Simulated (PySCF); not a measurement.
# Electron correlation in Br(5+) (bromine, charge +5)

Starting occupation: [Ar] 3d10 4s2. All numbers are calculated (PySCF 2.14, X2C-1e with screened-nucleus spin-orbit coupling, Gaussian nucleus, in x2c-TZVPPall-2c with one added diffuse shell each of s, p, d type (7s8p5d1f, 63 functions)). Frozen: [Ne]; 20 electrons correlated.

MP2 pair energies summed by pair of shells (mhartree):

```json
{"pair": "3d3/2-3d5/2", "energy": "-41.81", "share (%)": "15.1"}
{"pair": "4s1/2-4s1/2", "energy": "-34.32", "share (%)": "12.4"}
{"pair": "3d5/2-3p3/2", "energy": "-31.25", "share (%)": "11.3"}
{"pair": "3d5/2-3d5/2", "energy": "-29.07", "share (%)": "10.5"}
{"pair": "3d3/2-3p3/2", "energy": "-21.48", "share (%)": "7.8"}
{"pair": "3d5/2-3p1/2", "energy": "-16.35", "share (%)": "5.9"}
{"pair": "3p1/2-3p3/2", "energy": "-13.19", "share (%)": "4.8"}
{"pair": "3d3/2-3d3/2", "energy": "-12.01", "share (%)": "4.3"}
{"pair": "3p3/2-3p3/2", "energy": "-11.38", "share (%)": "4.1"}
{"pair": "3d5/2-4s1/2", "energy": "-11.04", "share (%)": "4.0"}
{"pair": "3d5/2-3s1/2", "energy": "-9.96", "share (%)": "3.6"}
{"pair": "3d3/2-3p1/2", "energy": "-9.88", "share (%)": "3.6"}
{"pair": "3d3/2-4s1/2", "energy": "-7.26", "share (%)": "2.6"}
{"pair": "3p3/2-3s1/2", "energy": "-7.07", "share (%)": "2.6"}
{"pair": "3d3/2-3s1/2", "energy": "-6.59", "share (%)": "2.4"}
{"pair": "3p3/2-4s1/2", "energy": "-3.82", "share (%)": "1.4"}
{"pair": "3p1/2-3s1/2", "energy": "-3.58", "share (%)": "1.3"}
{"pair": "3p1/2-3p1/2", "energy": "-2.46", "share (%)": "0.9"}
{"pair": "3p1/2-4s1/2", "energy": "-1.76", "share (%)": "0.6"}
{"pair": "3s1/2-3s1/2", "energy": "-1.26", "share (%)": "0.5"}
{"pair": "3s1/2-4s1/2", "energy": "-0.89", "share (%)": "0.3"}
```

Total MP2 correlation energy: -276.45 mhartree.

```
  level  correlation energy (mhartree)
   CCSD                        -271.20
    (T)                          -3.26
CCSD(T)                        -274.46
```

Diagnostics: T1 = 0.0032, largest double amplitude 0.094.

Problem. Is a single reference adequate?

Solution. Mostly. T1 lies below 0.03, but a double amplitude of this size points to a near-degeneracy that CCSD handles and MP2 describes poorly.

This basis was not built for core-valence correlation, so the inner-shell part is incomplete.
